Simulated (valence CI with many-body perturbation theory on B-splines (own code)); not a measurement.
# From CI to CI+MBPT in Tb14+

Method: configuration interaction combined with many-body perturbation theory (CI+MBPT): five valence electrons over a frozen Dirac-Fock core [Kr] 4d10, radial functions for each j: 7 s, 7 p, 7 d, 7 f, 4 g, 2 h, with the one-electron correlation potential Σ1 (screened to all orders), the two-electron term Σ2, the three-electron term Σ3, Breit, model QED; selected single and double excitations, second order for the rest, scaled by the run's own slope (own B-spline code, finite nucleus).

No measured spectrum was set against this ion. As an estimate, terms of the open shell hold to a few per cent of their energy, and close levels can change places; configurations with another count of f electrons can be misplaced by thousands of cm⁻¹. Core correlation moves these levels by up to 50000 cm⁻¹, and in measured spectra 5 to 20 % of such shifts remained as error; rates that hang on mixing are uncertain with them. Among the levels kept, up to 960 cm⁻¹ of a level comes from second order outside the variational space, and about a tenth of that is noise between levels of different J, which matters for small intervals. The lowest computed level is not the ground level that NIST lists (6H°5/2, for many ions itself from theory).

Each rung adds one term. CI alone is the Dirac-Coulomb CI over the frozen core; QED comes last and gives the full result, which names the levels. Energies are above 4f4.5s 6I_7/2 on the same rung, in cm⁻¹.

```
           Level  CI alone
   4f4.5s 6I_9/2      2243
  4f4.5s 6I_11/2      4924
  4f4.5s 6I_13/2      7926
  4f4.5s 6I_15/2     11131
  4f4.5s 6I_17/2     14456
 4f3.5s2 4I°_9/2    -31151
   4f4.5s 4I_9/2     19738
   4f4.5s 6F_1/2     22684
   4f4.5s 6F_3/2     23212
   4f4.5s 6F_5/2     24270
  4f4.5s 4I_11/2     23949
4f3.5s2 4I°_11/2    -25789
   4f4.5s 6F_7/2     25959
   4f4.5s 6S_5/2     27462
   4f4.5s 6F_9/2     27882
  4f4.5s 4I_13/2     28182
```

(1) What do these energies become with core correlation, Breit and QED?

(2) How does the ionisation energy move along the ladder, and which term matters most?

## Answers

(1) 4f4.5s 6I_9/2 2411 (+168); 4f4.5s 6I_11/2 5267 (+344); 4f4.5s 6I_13/2 8409 (+483); 4f4.5s 6I_15/2 11706 (+576); 4f4.5s 6I_17/2 15075 (+618); 4f3.5s2 4I°_9/2 19934 (+51086); 4f4.5s 4I_9/2 20798 (+1060); 4f4.5s 6F_1/2 22659 (-25); 4f4.5s 6F_3/2 23167 (-45); 4f4.5s 6F_5/2 24243 (-27); 4f4.5s 4I_11/2 25180 (+1231); 4f3.5s2 4I°_11/2 25594 (+51383); 4f4.5s 6F_7/2 26018 (+59); 4f4.5s 6S_5/2 26788 (-674); 4f4.5s 6F_9/2 27999 (+117); 4f4.5s 4I_13/2 29421 (+1239).

(2) CI alone 290.19, + Σ1 291.50, + Σ2 289.75, + Σ3 289.42, + Breit 289.27, + QED 289.13 eV. The largest step is Σ2, -1.75 eV. NIST lists 294 ± 15 eV (theoretical).
